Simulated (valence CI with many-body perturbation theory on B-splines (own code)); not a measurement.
# Ag XXXIV: calculated level list

Method: relativistic CI+MBPT: four valence electrons over a frozen Dirac-Fock core [Ne], a basis of 11 s, 11 p, 10 d, 8 f, 5 g, 2 h functions for each j, with the one-electron correlation potential Σ1 (screened to all orders), the two-electron term Σ2, the three-electron term Σ3, Breit, model QED; selected single and double excitations, second order for the rest, scaled by the run's own slope (own B-spline code, finite nucleus).

The last digits are not significant, and no measured levels were compared; by estimate large intervals hold to a few tenths of a per cent, small ones and those within an open d or f shell to about a per cent. Among the levels kept, up to 700 cm⁻¹ of a level comes from second order outside the variational space, and about a tenth of that is noise between levels of different J, which matters for small intervals.

Levels 1 to 45 of 176, with energies above the lowest level, (3s^2 3p1/2^2) J=0. "Leading %" is the weight of the configuration and term that name the level; weights of strongly mixed levels are sums over their largest components and can fall short. In the jj column 3d3/2^4 stands for four electrons in 3d with j = 3/2. Lifetimes count E1, E2, E3, M1 and M2 decay at the calculated energies, and are blank where another channel may lead or the interval is too uncertain; long ones can be off by a factor of two.

```
No.  Configuration  Term  J  E (cm⁻¹)  Leading %  Lifetime    Second component                   Leading jj
  1        3s2 3p2    3P  0         0         75               23 % 3s2 3p2 1S          3s^2 3p1/2^2 (97 %)
  2        3s2 3p2    3P  1    293460         98   2.89 μs                          3s^2 3p1/2 3p3/2 (98 %)
  3        3s2 3p2    1D  2    335820         56    792 μs     42 % 3s2 3p2 3P      3s^2 3p1/2 3p3/2 (97 %)
  4        3s2 3p2    3P  2    660220         56   1.40 μs     42 % 3s2 3p2 1D          3s^2 3p3/2^2 (97 %)
  5        3s2 3p2    1S  0    755800         74    789 ns     23 % 3s2 3p2 3P          3s^2 3p3/2^2 (96 %)
  6         3s 3p3   5S°  2    947880         53    225 ps     32 % 3s 3p3 3P°      3s 3p1/2^2 3p3/2 (85 %)
  7         3s 3p3   3D°  1   1084000         48   23.4 ps     20 % 3s 3p3 3P°      3s 3p1/2^2 3p3/2 (76 %)
  8         3s 3p3   3D°  2   1216100         46    202 ps     32 % 3s 3p3 5S°      3s 3p1/2 3p3/2^2 (79 %)
  9      3s2 3p 3d   3F°  2   1271400         57   2.60 ns  26 % 3s2 3p 3d 1D°      3s^2 3p1/2 3d3/2 (87 %)
 10         3s 3p3   3D°  3   1287000         80    225 ps  14 % 3s2 3p 3d 3D°      3s 3p1/2 3p3/2^2 (80 %)
 11         3s 3p3   3P°  0   1383400         90   26.2 ps   9 % 3s2 3p 3d 3P°      3s 3p1/2 3p3/2^2 (90 %)
 12         3s 3p3   3P°  1   1404100         44   7.93 ps  22 % 3s2 3p 3d 3D°      3s 3p1/2 3p3/2^2 (62 %)
 13      3s2 3p 3d   3F°  2   1430600         29   19.1 ps     22 % 3s 3p3 3D°      3s 3p1/2 3p3/2^2 (42 %)
 14      3s2 3p 3d   3F°  3   1453500         73   25.1 ps     10 % 3s 3p3 3D°      3s^2 3p1/2 3d5/2 (74 %)
 15      3s2 3p 3d   3P°  1   1470200         24   3.96 ps  23 % 3s2 3p 3d 3D°      3s^2 3p1/2 3d3/2 (47 %)
 16      3s2 3p 3d   3D°  2   1514000         28   5.57 ps  22 % 3s2 3p 3d 3P°      3s^2 3p1/2 3d5/2 (53 %)
 17         3s 3p3   3S°  1   1528200         32   4.04 ps     19 % 3s 3p3 3D°      3s 3p1/2 3p3/2^2 (73 %)
 18      3s2 3p 3d   3P°  2   1638300         28   81.7 ps     24 % 3s 3p3 3P°      3s^2 3p3/2 3d5/2 (47 %)
 19      3s2 3p 3d   3F°  4   1707000         98   3.29 μs                          3s^2 3p3/2 3d5/2 (98 %)
 20      3s2 3p 3d   3P°  1   1742200         40   3.73 ps  29 % 3s2 3p 3d 3D°      3s^2 3p3/2 3d3/2 (74 %)
 21      3s2 3p 3d   3D°  2   1747600         44   3.06 ps  21 % 3s2 3p 3d 1D°      3s^2 3p3/2 3d3/2 (74 %)
 22      3s2 3p 3d   3D°  3   1756300         48   4.36 ps  22 % 3s2 3p 3d 1F°      3s^2 3p3/2 3d3/2 (67 %)
 23      3s2 3p 3d   3P°  0   1760300         89   4.29 ps      9 % 3s 3p3 3P°      3s^2 3p3/2 3d3/2 (89 %)
 24      3s2 3p 3d   3P°  1   1862900         27   5.54 ps  26 % 3s2 3p 3d 1P°      3s^2 3p3/2 3d5/2 (46 %)
 25      3s2 3p 3d   3P°  2   1876200         26   4.53 ps     20 % 3s 3p3 3P°      3s^2 3p3/2 3d5/2 (48 %)
 26      3s2 3p 3d   1F°  3   1891300         66   5.15 ps  30 % 3s2 3p 3d 3D°      3s^2 3p3/2 3d5/2 (76 %)
 27      3s 3p2 3d    5F  1   1944700         64    117 ps   20 % 3s 3p2 3d 3D      3s 3p1/2^2 3d3/2 (84 %)
 28      3s 3p2 3d    5F  2   1962800         36    126 ps   16 % 3s 3p2 3d 5D      3s 3p1/2^2 3d3/2 (73 %)
 29      3s2 3p 3d   1P°  1   1980500         44   3.67 ps     26 % 3s 3p3 1P°      3s^2 3p3/2 3d5/2 (46 %)
 30            3p4    3P  2   2058900         29   25.5 ps   18 % 3s 3p2 3d 5F       3p1/2^2 3p3/2^2 (42 %)
 31      3s 3p2 3d    5F  3   2059000         34   38.8 ps   31 % 3s 3p2 3d 5D      3s 3p1/2^2 3d5/2 (75 %)
 32      3s 3p2 3d    5D  0   2172700         44   34.7 ps   16 % 3s 3p2 3d 3P  3s 3p1/2 3p3/2 3d3/2 (64 %)
 33      3s 3p2 3d    3F  2   2184300         49   51.7 ps   18 % 3s 3p2 3d 5D  3s 3p1/2 3p3/2 3d3/2 (68 %)
 34      3s 3p2 3d    5D  1   2191100         60    172 ps   16 % 3s 3p2 3d 5F  3s 3p1/2 3p3/2 3d3/2 (93 %)
 35      3s 3p2 3d    5F  3   2210100         45   73.5 ps   30 % 3s 3p2 3d 3F  3s 3p1/2 3p3/2 3d3/2 (79 %)
 36      3s 3p2 3d    5D  0   2218700         46   15.5 ps         22 % 3p4 1S  3s 3p1/2 3p3/2 3d3/2 (41 %)
 37      3s 3p2 3d    5F  2   2227900         20   12.1 ps   14 % 3s 3p2 3d 5D  3s 3p1/2 3p3/2 3d3/2 (33 %)
 38      3s 3p2 3d    5F  4   2241400         77    733 ps   12 % 3s 3p2 3d 5D  3s 3p1/2 3p3/2 3d5/2 (70 %)
 39      3s 3p2 3d    5D  4   2268600         46    484 ps   42 % 3s 3p2 3d 3F  3s 3p1/2 3p3/2 3d5/2 (50 %)
 40      3s 3p2 3d    5D  2   2325200         17   21.7 ps   14 % 3s 3p2 3d 3P  3s 3p1/2 3p3/2 3d5/2 (73 %)
 41      3s 3p2 3d    5P  3   2325700         51   7.83 ps   27 % 3s 3p2 3d 3F  3s 3p1/2 3p3/2 3d5/2 (56 %)
 42      3s 3p2 3d    3P  1   2327900         38   28.2 ps         27 % 3p4 3P  3s 3p1/2 3p3/2 3d5/2 (58 %)
 43      3s 3p2 3d    5F  5   2329500         69    277 ps   30 % 3s 3p2 3d 3G  3s 3p1/2 3p3/2 3d5/2 (87 %)
 44      3s 3p2 3d    3F  2   2344600         49   9.88 ps         11 % 3p4 3P  3s 3p1/2 3p3/2 3d3/2 (54 %)
 45      3s 3p2 3d    5P  2   2369900         50   4.76 ps   17 % 3s 3p2 3d 3D  3s 3p1/2 3p3/2 3d3/2 (69 %)
```

The ionisation energy to 3s2 3p 2P°_1/2 of the next ion comes out as 2075.5 eV (NIST: 2077 ± 4 eV (semi-empirical)). All 176 levels together are meant to be complete up to 3815700 cm⁻¹.
